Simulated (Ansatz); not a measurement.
Total energies of cyclo-(H2SiCH2)2 (C2H8Si2) from Ansatz at PBE-D4/def2-TZVP, gas phase (1 Eh = 27.2114 eV = 2625.5 kJ/mol). The reference geometry is relaxed at PBE-D4/def2-SVP.

Cartesian coordinates in Å:
```
Si -0.035 -1.047 0.822
H -1.191 -1.426 1.711
H 1.074 -2.049 1.018
C 0.525 0.778 1.013
Si 0.033 1.048 -0.822
H 1.187 1.431 -1.712
H -1.078 2.047 -1.015
C -0.523 -0.779 -1.014
H 1.602 0.917 1.235
H -0.056 1.373 1.747
H -1.599 -0.920 -1.239
H 0.061 -1.372 -1.746
```

```tsv
state	geometry	energy (Eh)
charge 0 singlet	reference	-659.64565
charge 1 doublet	reference	-659.30466
charge 1 doublet	relaxed at PBE-D4/def2-SVP	-659.31722
free Si atom (triplet)	–	-289.22285
free H atom (doublet)	–	-0.49962
free C atom (triplet)	–	-37.79597
```

(1) Work out the vertical ionisation energy to the doublet.

(2) How much does the charge 1 doublet relax, and what is the adiabatic ionisation energy?

(3) What is the binding energy per atom against free atoms?

(1) E(charge 1 doublet) − E(charge 0 singlet) = -659.30466 − (-659.64565) = 0.34099 Eh = 9.28 eV. For comparison, −ε of the highest occupied level is 6.49 eV at this level, 2.79 eV less.

(2) Relaxation: -659.30466 − (-659.31722) = 0.01256 Eh = 0.34 eV. Adiabatic ionisation energy: 0.32843 Eh = 8.94 eV, without zero-point energy. 

(3) Atoms: 2 × (-289.22285) + 8 × (-0.49962) + 2 × (-37.79597) = -658.03460 Eh. Binding: -658.03460 − (-659.64565) = 1.61105 Eh = 43.84 eV, or 3.65 eV for each of 12 atoms (no zero-point energy, no counterpoise term).
